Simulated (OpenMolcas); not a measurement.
**[SiCl3]+ (SMILES Cl[Si+](Cl)Cl): methods side by side**

[SiCl3]+ has 4 atoms, charge +1, and is taken as a singlet. As SMILES, `Cl[Si+](Cl)Cl`. The coordinates come from a PBE0-D4/def2-TZVP relaxation.

Each level gives the vertical energy of the triplet above the singlet (eV). The values are calculated.

```
             level             kind     program  value (eV)  CPU time (all runs)
    HF/aug-cc-pVDZ     Hartree–Fock  OpenMolcas        6.55                 86 s
  BLYP/aug-cc-pVDZ              GGA  OpenMolcas        4.93                2 min
revPBE/aug-cc-pVDZ              GGA  OpenMolcas        4.90              1.9 min
 M06-L/aug-cc-pVDZ         meta-GGA  OpenMolcas        5.38              2.8 min
r2SCAN/aug-cc-pVDZ         meta-GGA  OpenMolcas        5.09              2.7 min
 BHLYP/aug-cc-pVDZ    global hybrid  OpenMolcas        5.85                 95 s
M06-2X/aug-cc-pVDZ  hybrid meta-GGA  OpenMolcas        5.77              2.3 min
  PBE0/aug-cc-pVDZ    global hybrid  OpenMolcas        5.36                 98 s
```

The values span 4.90 to 6.55 eV. Times are those of the runs behind each value, whatever else they computed, on shared processors of several kinds: orders of magnitude only.
